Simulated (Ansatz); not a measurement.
Input (CCSDT(Q)/def2-SVP; Ansatz, a first-principles code):

Ansatz 0.2 input:
```yaml
crystal:
  periodic: [false, false, false]
  atoms:
    - {symbol: C, position_ang: [-1.75786059, -0.12937780, 0.05453946]}
    - {symbol: Te, position_ang: [0.32399535, 0.01829104, -0.00811740]}
    - {symbol: H, position_ang: [-2.14767649, -0.83792228, -0.67194852]}
    - {symbol: H, position_ang: [-2.13830036, -0.23195878, 1.06771232]}
    - {symbol: H, position_ang: [-2.01461791, 0.89501381, -0.30089565]}
basis:
  gaussian:
    orbitals: def2-SVP
total_charge: 1
magnetization: {spin_polarized: false}
correlation: {method: ccsdt_q, electrons: outside_noble_gas}
```

Output:

```
Functional definition: HF
integrals: 0.04 GiB planned
1162 factors; integrals over basis functions are off by at most 1.8e-7 eV
mean field: 0.18 GiB planned
mean field evaluation 1: about -8329.8436 eV, gradient 3.3e1 eV
mean field evaluation 2: about -8329.8503 eV, gradient 3.3e1 eV
mean field evaluation 4: about -8332.9273 eV, gradient 2.2e0 eV
mean field evaluation 8: about -8332.9642 eV, gradient 1.0e-3 eV
mean field evaluation 16: about -8332.9214 eV, gradient 2.2e0 eV
mean field evaluation 32: about -8332.9435 eV, gradient 1.4e0 eV
mean field evaluation 64: about -8332.7389 eV, gradient 6.3e-1 eV
mean field evaluation 96: about -8332.9642 eV, gradient 4.2e-4 eV
mean field -8332.96416041 eV, -306.2307846089 hartree, gradient 1.5e-6 eV, S^2 0.000000; 6 other end points of the search recorded, 0 dependent functions left out; unrestricted orbitals would lower it
determinant -8332.96416041 eV, -306.2307846089 hartree, with singles and doubles -8339.90926630 eV, -306.4860125431 hartree
determinant -8332.73722656 eV, -306.2224449438 hartree, with singles and doubles -8339.70584904 eV, -306.4785370964 hartree
determinant -8332.96416041 eV, -306.2307846089 hartree, with singles and doubles -8339.92931859 eV, -306.4867494512 hartree
determinant -8332.73722656 eV, -306.2224449438 hartree, with singles and doubles -8339.74642473 eV, -306.4800282258 hartree
unrestricted determinant -8334.27898019 eV, -306.2791033449 hartree, S^2 1.0195
10 core orbitals not correlated
reference -8332.96416041 eV, -306.2307846089 hartree; 6, 6 occupied and 39, 39 virtual orbitals, 1162 factors
second order -5.98077149 eV of doubles, -0.00000000 eV of singles
coupled cluster: 0.34 GiB planned
cycle   1  -6.57379280 eV  change   -5.9e-1 eV  update   8.5e-2
cycle   2  -6.97209367 eV  change   -4.0e-1 eV  update   4.4e-2
cycle   3  -7.13375016 eV  change   -1.6e-1 eV  update   3.1e-2
cycle   4  -7.13287467 eV  change    8.8e-4 eV  update   2.4e-2
cycle   5  -7.15182570 eV  change   -1.9e-2 eV  update   2.2e-2
cycle   6  -7.22624916 eV  change   -7.4e-2 eV  update   1.9e-2
cycle   7  -7.28606206 eV  change   -6.0e-2 eV  update   1.4e-2
cycle   8  -7.31871992 eV  change   -3.3e-2 eV  update   8.3e-3
cycle   9  -7.33038117 eV  change   -1.2e-2 eV  update   4.2e-3
cycle  10  -7.33143273 eV  change   -1.1e-3 eV  update   1.7e-3
cycle  11  -7.33161238 eV  change   -1.8e-4 eV  update   8.0e-4
cycle  12  -7.33199423 eV  change   -3.8e-4 eV  update   3.8e-4
cycle  13  -7.33241853 eV  change   -4.2e-4 eV  update   2.4e-4
cycle  14  -7.33247983 eV  change   -6.1e-5 eV  update   1.2e-4
cycle  15  -7.33246890 eV  change    1.1e-5 eV  update   5.8e-5
cycle  16  -7.33244086 eV  change    2.8e-5 eV  update   2.7e-5
cycle  17  -7.33242194 eV  change    1.9e-5 eV  update   1.0e-5
cycle  18  -7.33242286 eV  change   -9.2e-7 eV  update   6.1e-6
cycle  19  -7.33242556 eV  change   -2.7e-6 eV  update   3.2e-6
cycle  20  -7.33242998 eV  change   -4.4e-6 eV  update   2.4e-6
cycle  21  -7.33243752 eV  change   -7.5e-6 eV  update   1.6e-6
cycle  22  -7.33244025 eV  change   -2.7e-6 eV  update   9.6e-7
cycle  23  -7.33244196 eV  change   -1.7e-6 eV  update   6.1e-7
cycle  24  -7.33244199 eV  change   -3.5e-8 eV  update   3.2e-7
coupled cluster: 0.34 GiB planned
perturbative correction -0.03611204 eV, -0.0013270929 hartree
WARN: these amplitudes may be one of several solutions (largest doubles amplitude 0.68, level shift 0.00 eV)
Total energy: -8340.33271443 eV, -306.5015739749 hartree
```

 In a CCSD(T) run of this state the restricted determinant is unstable towards broken spin symmetry.

A triplet may lie lower; no result for it is given here.

The run carries these doubts: other roots.
